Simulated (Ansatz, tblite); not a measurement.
Cost and result up the ladder for BH2(OEt) (C₂H₇BO) (11 atoms). Charge 0, multiplicity 1. Geometry: r2SCAN-D4/def2-SVP.

```csv
atom,x (Å),y (Å),z (Å)
B1,-0.2688,-1.8732,0.5512
H2,-0.2397,-1.5874,1.7328
H3,-0.6690,-2.9376,0.1425
O4,0.1546,-0.9919,-0.3684
C5,0.6337,0.3092,-0.0304
C6,-0.3173,1.3659,-0.5494
H7,0.7585,0.3857,1.0652
H8,1.6272,0.4178,-0.4970
H9,0.0825,2.3719,-0.3488
H10,-0.4602,1.2583,-1.6353
H11,-1.3014,1.2813,-0.0623
```

Ansatz on 2 threads of AMD EPYC 7R13 on a shared host; xTB runs through tblite on one thread. Times are rough, summed over both states, and most runs start from the orbitals of an earlier one. PBE0-D4/def2-TZVP serves as the yardstick here, not as an exact answer. The other state is a triplet.

The xTB rows come from tblite.

xTB has no spin-polarisation term.

| level | functions | vertical triplet (eV) | difference from PBE0-D4/def2-TZVP (eV) |
| --- | --- | --- | --- |
| r2SCAN-D4/def2-TZVP | 166 | 5.46 | -0.23 |
| PBE-D4/def2-TZVP | 166 | 5.37 | -0.32 |
| GFN1-xTB | 30 | 6.37 | 0.69 |
| GFN2-xTB | 23 | 6.13 | 0.44 |
| PBE0-D4/def2-TZVP | 166 | 5.69 | 0.00 |

(1) Estimate how long each takes.

Answers

(1) GFN2-xTB 0.006 s; GFN1-xTB 0.008 s; PBE-D4/def2-TZVP 4.7 s; PBE0-D4/def2-TZVP 6.3 s; r2SCAN-D4/def2-TZVP 7.9 s. On shared hardware such times vary by a factor of up to 3.
